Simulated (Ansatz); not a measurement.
Species: HgCl, net charge 0, doublet state. The spin state was set by rule; other spins were not relaxed. 
Coordinates optimised at B3LYP-D3(BJ)/def2-TZVP (Ansatz, a program for electronic structure):
```xyz
2

Hg     0.0000     0.0000    -0.4308
Cl     0.0000     0.0000     2.0275
```
Charge 0, spin multiplicity 2.

Parts of the frozen-core correlation energy in def2-SVP (Ansatz, hartree). Frozen orbitals: 9; correlated occupied orbitals by spin: 10 and 9; virtual: 31 and 32. Open shells are spin-unrestricted. No spin-orbit coupling. Past Kr the def2 sets carry scalar-relativistic core potentials.

```
term                            value
-------------------------  ----------
reference (HF)             -611.88589
MP2 opposite-spin            -0.27234
MP2 same-spin                       ?
CCSD correlation                    ?
(T)                                 ?
T1 diagnostic                   0.027
largest doubles amplitude       0.057
<S^2> of the reference          0.771
```

**Question.** Complete the blanks.

**Answer.** 
- MP2 same-spin, value: -0.13671
- CCSD correlation, value: -0.40942
- (T), value: -0.00744
